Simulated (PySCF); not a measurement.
# Peak assignment

Mapped SMILES: `[CH2:1]=[CH:2][Si@H:3]([Cl:4])[C:5]1=[C:6]([Cl:7])[CH2:8][CH2:9]1`. Each H is labelled by its parent atom. Ha(C1) is cis to Si3; Ha(C8), Ha(C9) are pro-R; Hb(C8), Hb(C9) are pro-S; Hb(C1) is trans to Si3.

[PySCF 2.14.0 with density-fitted response routines: PBE0/pcSseg-1 with gauge-including orbitals; coordinates at the GFN2-xTB level; no relativistic terms; one conformer; in vacuum]

References, each an isolated molecule treated in the same way: 13C (σref 186.93) and 1H (σref 31.72) against TMS.

Problem. Assign these signals to the numbered atoms. 13C{1H} NMR (computed): δ 158.2, 150.9, 144.2, 142.6, 41.1, 28.9.

Solution. 
158.2 → C6, fully substituted alkene carbon: an sp2 carbon of a C=C bond
150.9 → C5, fully substituted alkene carbon
144.2 → C1, terminal =CH2 carbon: an sp2 carbon of a C=C bond
142.6 → C2, alkene CH: an sp2 carbon of a C=C bond
41.1 → C8, allylic sp3 CH2: aliphatic region, no heteroatom directly attached
28.9 → C9, allylic sp3 CH2

C1 and C2 lie closer than the usual error of such a calculation, so a measured spectrum could show them in the other order.

Problem. Assign these signals to the numbered atoms. 1H NMR (600 MHz, computed): δ 6.56 (m, 1H), 6.37 (m, 1H), 6.21 (m, 1H), 5.74 (d, 1H), 2.94 (m, 1H), 2.92 (m, 1H), 2.63 (m, 1H), 2.50 (m, 1H).

Solution. 
6.56 → Hb(C1), hydrogen on a terminal =CH2 carbon: olefinic region
6.37 → H(C2), hydrogen on an alkene CH: attached to an sp2 carbon and in the plane of the double bond
6.21 → Ha(C1), hydrogen on a terminal =CH2 carbon: a vinylic proton, deshielded by the sp2 carbon and the C=C anisotropy
5.74 → H(Si3), hydrogen on a silicon bonded to 2 C, Cl
2.94 → Ha(C8), hydrogen on an allylic sp3 CH2: allylic position
2.92 → Hb(C8), hydrogen on an allylic sp3 CH2
2.63 → Hb(C9), hydrogen on an allylic sp3 CH2
2.50 → Ha(C9), hydrogen on an allylic sp3 CH2

Ha(C8) and Hb(C8) lie closer than the usual error of such a calculation, so a measured spectrum could show them in the other order.

Carbons that carry Cl, above all several Cl atoms, come out too deshielded, partly because spin–orbit coupling is missing. Shifts are as computed. Against solution values, carbons near 30 ppm lie about +3 ppm off and those near 130 ppm about +5 ppm; carbons on Cl a further +6 ppm. Of 1211 compounds with measured shifts, 218 miss one by over three times the rms of a fit or turn the order of signals round; such compounds aren't used in these exercises. Multiplicities follow the n + 1 count of equivalent neighbours, as no J values were calculated; m marks all less simple cases, F and P coupling included.
